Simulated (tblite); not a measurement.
Compound: C₇H₉O (doublet state).
Numbering: `[OH:1][CH2:2][C@:3]12[CH2:4][C@@H:5]3[C:6]1[C@@H:7]3[CH2:8]2` (hydrogens: H9 on O1; H10, H11 on C2; H12, H13 on C4; H14 on C5; H15 on C7; H16, H17 on C8)

Cartesian coordinates in Å at the GFN2-xTB level; atoms count from 1:
```
atom  x, y, z in Å
O1     2.660   -0.108   -0.034
C2     1.631    0.833   -0.226
C3     0.263    0.225   -0.051
C4    -0.096   -0.561    1.223
C5    -1.061   -1.352    0.371
C6    -0.334   -0.981   -0.868
C7    -1.660   -0.348   -0.666
C8    -1.024    0.996   -0.387
H9     2.476   -0.869   -0.597
H10    1.796    1.613    0.524
H11    1.707    1.290   -1.225
H12    0.732   -1.164    1.590
H13   -0.514    0.027    2.043
H14   -1.592   -2.249    0.635
H15   -2.611   -0.542   -1.127
H16   -1.448    1.597    0.420
H17   -0.932    1.604   -1.285
```

Structure optimised with GFN2-xTB, isolated species. This method treats the open shell by occupation alone, without spin polarisation.

Masses are those of the commonest isotopes; rigid-rotor values at the optimised geometry. The values belong to one conformer with, in the numbering `[OH:1][CH2:2][C@:3]12[CH2:4][C@@H:5]3[C:6]1[C@@H:7]3[CH2:8]2`, H–O1–C2–C3 52°, O1–C2–C3–C4 53°.

Question: What are A, B and C (MHz)?

Answer: Ia = 115.69, Ib = 277.40, Ic = 313.46 u·Å²; 505379 MHz·u·Å²/I gives A = 4368, B = 1822, C = 1612 MHz.

Question: Classify the top.

Answer: An asymmetric top: κ = (2 × 1822 − 4368 − 1612)/(4368 − 1612) = -0.85.

Question: What does the inertial defect say?

Answer: Not planar: Δ = Ic − Ia − Ib = -79.64 u·Å². For a rigid frame Δ = −2 Σ m c², so Σ m c² = 39.82 u·Å² lies off the ab plane: 10.35 from hydrogen and 29.47 from heavier atoms. The atom farthest from that plane is 2.00 Å away.

Question: Give the other two planar moments, Paa and Pbb, and the rms extents of the mass along the axes.

Answer: Paa = Σ m a² = (Ib + Ic − Ia)/2 = 237.58 and Pbb = Σ m b² = (Ia + Ic − Ib)/2 = 75.87 u·Å². With the mass M = 109.07 u, the rms extents √(P/M) along a, b and c are 1.48, 0.83, 0.60 Å.

Question: Where do the levels up to J = 4 lie, in K?

Answer: Above 0(0,0), as E/k:
J = 1: 1(0,1) 0.165, 1(1,1) 0.287, 1(1,0) 0.297
J = 2: 2(0,2) 0.494, 2(1,2) 0.607, 2(1,1) 0.637, 2(2,1) 1.003, 2(2,0) 1.004
J = 3: 3(0,3) 0.986, 3(1,3) 1.086, 3(1,2) 1.146, 3(2,2) 1.498, 3(2,1) 1.501, 3(3,1) 2.134, 3(3,0) 2.134
J = 4: 4(0,4) 1.639, 4(1,4) 1.724, 4(1,3) 1.824, 4(2,3) 2.157, 4(2,2) 2.165, 4(3,2) 2.795, 4(3,1) 2.795, 4(4,1) 3.684, 4(4,0) 3.684
Those of J = 1 are B + C, A + C and A + B.

Question: Estimate the classical rotational partition function at 25 K, 50 K and 298.15 K.

Answer: Point group C1, symmetry number σ = 1; q = (√π/σ)·√((kT/h)³/(ABC)), k/h = 20836.6 MHz/K: 5880 at 25 K, 16600 at 50 K, 242000 at 298.15 K.

For this open shell read J as N, the rotation without spin; fine and hyperfine splittings come on top. Its GFN2-xTB frequencies are all real (lowest 80 cm⁻¹). Constants of a rigid frame at the computed geometry: no zero-point averaging, no centrifugal distortion.
